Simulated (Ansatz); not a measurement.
Molecule: CH5GeS, net charge 0, doublet state. It need not be the lowest isomer of its formula. SMILES: C[S][GeH2]
Structure (B3LYP-D3(BJ)/def2-TZVP (Ansatz, a first-principles code) minimum search):
```xyz
8

C     -2.0502    -0.6264    -0.4521
S     -0.9899     0.2191     0.7736
Ge     1.0073     0.0347    -0.2015
H     -1.9498    -0.1679    -1.4339
H     -1.8067    -1.6853    -0.5080
H     -3.0766    -0.5162    -0.1075
H      0.8427     0.4372    -1.6988
H      1.8968     1.0744     0.5306
```
Charge 0, spin multiplicity 2.

Computed values are from Ansatz. Cores are frozen in the correlated levels unless marked. Open shells are spin-unrestricted. No spin-orbit coupling. The frozen core is the preceding noble-gas configuration, with the filled d and f shells of earlier blocks. Non-relativistic. CBS marks a two-point X^-3 extrapolation of the correlation energy; Hartree-Fock from the larger set.

```yaml
atomisation energy De: 2425.6 kJ/mol at CCSD(T)/CBS(def2-TZVPPD,def2-QZVPPD)
total_energy: -2514.3238 Eh at CCSD(T)/CBS(def2-TZVPPD,def2-QZVPPD)
dipole_moment: 1.44 D at CCSD(T)/def2-SVPD
T1 diagnostic: 0.016 at CCSD/def2-QZVPPD
```
